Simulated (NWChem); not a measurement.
# CBrClF$_{2}$; SMILES BrC(F)(F)Cl

All runs: NWChem. Pople sets run with spherical d functions. STO-3G and 3-21G are far too small for this property and stand as cheap habits. All runs use the structure optimised with B3LYP/6-31G* (spherical d). Field at 589 nm.

**Question.** Order these by “anisotropy (bohr³)”, lowest first: B3LYP/aug-cc-pVDZ; B3LYP/STO-3G; B3LYP/6-31G*; B3LYP/def2-SVPD.

**Answer.** B3LYP/STO-3G (18.9), B3LYP/def2-SVPD (21.2), B3LYP/aug-cc-pVDZ (22.1), B3LYP/6-31G* (23.7)
